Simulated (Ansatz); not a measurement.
Input and output for `C[O][Zn][Cl]`.

```yaml
crystal:
  periodic: [false, false, false]
  atoms:
    - {symbol: C, position_ang: [0.146267, 1.090184, 0.177241]}
    - {symbol: O, position_ang: [-0.537563, 0.111281, -0.558025]}
    - {symbol: Zn, position_ang: [-0.351599, -1.635236, -0.403938]}
    - {symbol: Cl, position_ang: [-0.245074, -3.715203, -0.339688]}
    - {symbol: H, position_ang: [-0.196851, 2.074159, -0.159003]}
    - {symbol: H, position_ang: [-0.048291, 1.023758, 1.255582]}
    - {symbol: H, position_ang: [1.233111, 1.051048, 0.027842]}
basis:
  gaussian: {orbitals: def2-TZVPD, point_charges: [{charge: -1.00, position_ang: [4.808, 0.324, 0.073]}]}
magnetization: {spin_polarized: true, initial_magnetization: 0}
hamiltonian: {xc: {name: B97M-V}}
scf: {lower_state_search: full}
```

```sh
$ ansatz run in.yaml --threads 4 --pin off --events-out ev --progress --plain --max-ram 10444MiB
```

Shortened log:

```
Functional definition: B97M-V
1255 factors; their error is unknown
mean field evaluation 1: about -64055.1805 eV, gradient 5.3e1 eV
mean field evaluation 2: about -63941.9450 eV, gradient 1.6e2 eV
mean field evaluation 4: about -64064.2839 eV, gradient 2.0e1 eV
mean field evaluation 8: about -64065.3922 eV, gradient 9.5e-2 eV
mean field evaluation 16: about -64065.3429 eV, gradient 4.1e-4 eV
mean field -64065.34294267 eV, -2354.3579280941 hartree, gradient 4.4e-5 eV, S^2 0.000000; 2 other end points of the search recorded, 0 dependent functions left out
reference -64065.34302976 eV, -2354.3579312945 hartree; 32, 32 occupied and 169, 169 virtual orbitals, 1255 factors
Total energy: -64065.34302976 eV, -2354.3579312945 hartree
```

Run time 17 s (4 threads of an AMD EPYC 7R43 on a shared host); peak host memory 0.75 GiB.
